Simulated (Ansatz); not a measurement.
Ansatz (an electronic-structure program) input (MP2/6-31G*):

Ansatz 0.2 input:
```yaml
crystal:
  periodic: [false, false, false]
  atoms:
    - {symbol: Cl, position_ang: [-1.08831466, -1.24132302, 0.03550894]}
    - {symbol: C, position_ang: [0.00000000, -0.00000000, 0.00000000]}
    - {symbol: Cl, position_ang: [1.61889286, -0.32232673, -0.04317288]}
    - {symbol: Cl, position_ang: [-0.53057821, 1.56364975, 0.00766394]}
basis:
  gaussian:
    orbitals: 6-31G*
total_charge: 1
magnetization: {spin_polarized: false}
correlation: {method: mp2, electrons: outside_noble_gas}
relax: {f_tol: 0.003, max_steps: 120}
```

From the last part of the output:

```
mean field evaluation 4: about -38529.7969 eV, gradient 2.6e0 eV
mean field evaluation 8: about -38529.8428 eV, gradient 2.1e-1 eV
mean field -38529.84323919 eV, -1415.9456225746 hartree, gradient 9.5e-6 eV, S^2 0.000000; 0 other end points of the search recorded, 0 dependent functions left out
16 core orbitals not correlated
reference -38529.84323919 eV, -1415.9456225746 hartree; 12, 12 occupied and 44, 44 virtual orbitals, 736 factors
densities: 0.13 GiB planned
second order -14.24460090 eV of doubles, -0.00000000 eV of singles
the calculation of the forces begins
relax step   1: F+E_penalty+E_count = -38544.08784009 eV  Δ(F+E_penalty+E_count) = +0.000e0 eV  max|allowed force component| = 1.304e-1 eV/Å  Δτ_max = 0.0000 Å  (48 SCF iters, accepted)
these checks for a lower state are left out or cut short: starts, cluster_reference, orbital_swaps, neighbouring_geometries, increment
integrals: 0.02 GiB planned
736 factors; integrals over basis functions are off by at most 1.4e-4 eV
mean field: 0.19 GiB planned
mean field evaluation 16: about -38529.7351 eV, gradient 4.3e-1 eV
mean field -38529.84475080 eV, -1415.9456781250 hartree, gradient 5.5e-6 eV, S^2 0.000000; 0 other end points of the search recorded, 0 dependent functions left out
16 core orbitals not correlated
reference -38529.84475080 eV, -1415.9456781250 hartree; 12, 12 occupied and 44, 44 virtual orbitals, 736 factors
densities: 0.13 GiB planned
second order -14.24359534 eV of doubles, -0.00000000 eV of singles
the calculation of the forces begins
relax step   2: F+E_penalty+E_count = -38544.08834614 eV  Δ(F+E_penalty+E_count) = -5.060e-4 eV  max|allowed force component| = 5.769e-2 eV/Å  Δτ_max = 0.0018 Å  (39 SCF iters, accepted)
these checks for a lower state are left out or cut short: starts, cluster_reference, orbital_swaps, neighbouring_geometries, increment
integrals: 0.02 GiB planned
736 factors; integrals over basis functions are off by at most 1.4e-4 eV
mean field: 0.19 GiB planned
mean field -38529.84566618 eV, -1415.9457117648 hartree, gradient 4.4e-6 eV, S^2 0.000000; 0 other end points of the search recorded, 0 dependent functions left out
16 core orbitals not correlated
reference -38529.84566618 eV, -1415.9457117648 hartree; 12, 12 occupied and 44, 44 virtual orbitals, 736 factors
densities: 0.13 GiB planned
second order -14.24280221 eV of doubles, -0.00000000 eV of singles
the calculation of the forces begins
mean field evaluation 32: about -38529.7356 eV, gradient 4.6e-1 eV
relax step   3: F+E_penalty+E_count = -38544.08846839 eV  Δ(F+E_penalty+E_count) = -1.223e-4 eV  max|allowed force component| = 2.931e-4 eV/Å  Δτ_max = 0.0014 Å  (39 SCF iters, accepted)
these checks for a lower state are left out or cut short: cluster_reference
integrals: 0.02 GiB planned
736 factors; integrals over basis functions are off by at most 1.4e-4 eV
mean field: 0.19 GiB planned
mean field -38529.84566618 eV, -1415.9457117648 hartree, gradient 4.4e-6 eV, S^2 0.000000; 1 other end points of the search recorded, 0 dependent functions left out
16 core orbitals not correlated
reference -38529.84566618 eV, -1415.9457117648 hartree; 12, 12 occupied and 44, 44 virtual orbitals, 736 factors
densities: 0.13 GiB planned
second order -14.24280221 eV of doubles, -0.00000000 eV of singles
the calculation of the forces begins
Total energy: -38544.08846839 eV, -1416.4691250918 hartree
Atom 0 at    -1.086240    -1.238956     0.035441 Å, force    -0.000197    -0.000225     0.000006 eV/Å
Atom 1 at    -0.000000    -0.000000     0.000000 Å, force    -0.000000    -0.000000     0.000000 eV/Å
Atom 2 at     1.615806    -0.321712    -0.043091 Å, force     0.000293    -0.000058    -0.000008 eV/Å
Atom 3 at    -0.529567     1.560668     0.007649 Å, force    -0.000096     0.000283     0.000001 eV/Å
Dipole moment:     0.000000     0.000000    -0.000000 e Å
Checks for a lower state left out: cluster_reference
```

The dipole moment of an ion depends on the origin.
